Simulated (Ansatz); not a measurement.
(1) Predict a relaxed structure of Be2Se2 (the lowest singlet isomer of a short search), charge 0, singlet, at r2SCAN-D4/def2-TZVP (Ansatz).

Results:

(1) 
```xyz
4

Be    0.066   -0.228   -0.973
Be   -0.066    0.228    0.973
Se   -1.087    1.379   -0.397
Se    1.087   -1.379    0.397
```
Point group D2h (tolerance 0.1 Å). This is one stationary point.

The structure comes from a short search, and lower isomers may exist.
